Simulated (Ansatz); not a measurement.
methanol (CH4O), singlet, geometry from GFN2-xTB; PBE/aug-cc-pVDZ run with Ansatz (a quantum-chemistry and plane-wave program).

Input for Ansatz:
Ansatz 0.2 input:
```yaml
crystal:
  periodic: [false, false, false]
  atoms:
    - {symbol: C, position_ang: [-0.05774864, 0.65750333, 0.00623833]}
    - {symbol: O, position_ang: [-0.03498085, -0.74857812, -0.00758921]}
    - {symbol: H, position_ang: [-1.10610419, 0.95010140, 0.00407242]}
    - {symbol: H, position_ang: [0.88017380, -1.04794998, -0.00613415]}
    - {symbol: H, position_ang: [0.42182552, 1.06188832, 0.90433371]}
    - {symbol: H, position_ang: [0.43044352, 1.07956523, -0.87898825]}
basis:
  gaussian:
    orbitals: aug-cc-pVDZ
hamiltonian:
  xc: pbe
```

Output, abridged:

```
Functional definition: PBE
669 factors; their error is unknown
mean field evaluation 1: about -3137.9947 eV, gradient 5.9e1 eV
mean field evaluation 2: about -3117.3090 eV, gradient 1.2e2 eV
mean field evaluation 4: about -3145.4785 eV, gradient 7.5e0 eV
mean field evaluation 8: about -3145.5919 eV, gradient 2.1e-2 eV
mean field evaluation 16: about -3145.5747 eV, gradient 6.0e-5 eV
mean field -3145.57472756 eV, -115.5977390909 hartree, gradient 6.0e-5 eV, S^2 0.000000; 0 other end points of the search recorded, 0 dependent functions left out
reference -3145.57477978 eV, -115.5977410099 hartree; 9, 9 occupied and 73, 73 virtual orbitals, 669 factors
Total energy: -3145.57477978 eV, -115.5977410099 hartree
```
